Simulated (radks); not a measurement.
Polarisability of the tin ion Sn+, [Kr] 4d10 5s2 5p1, at imaginary frequency. All-electron calculation, scalar-relativistic Kohn-Sham, LB94 model potential, spin-polarised, spherical densities, finite nucleus; open shells are filled with parallel spins first (spin-orbit coupling, left out, can overturn this in heavy ions); Fermi nuclear charge, rms radius 4.6519 fm. Program: a radial shooting solver on a logarithmic mesh with Libxc functionals. Response by self-consistent Sternheimer equations with the Hartree and adiabatic LDA kernel, the relativistic mass of each level held fixed and spin-orbit coupling left out.

| w (hartree) | alpha1(iw) (bohr^3) |
|---|---|
| 0.00266 | 22.61 |
| 0.0143 | 22.58 |
| 0.0360 | 22.40 |
| 0.0697 | 21.83 |
| 0.118 | 20.52 |
| 0.186 | 18.16 |
| 0.280 | 14.80 |
| 0.413 | 11.02 |
| 0.605 | 7.615 |
| 0.892 | 5.008 |
| 1.35 | 3.167 |
| 2.12 | 1.863 |
| 3.59 | 0.9276 |
| 6.94 | 0.3367 |
| 17.5 | 0.07392 |

Static values: alpha1 = 22.61 bohr^3 (3.351 angstrom^3; uncoupled 38.12). C6 = 165.1, triple-dipole C9 = 2590 atomic units. One-pole (London) frequency 4 C6 / (3 alpha1^2) = 0.430 hartree, against 0.556 for minus the highest occupied eigenvalue.
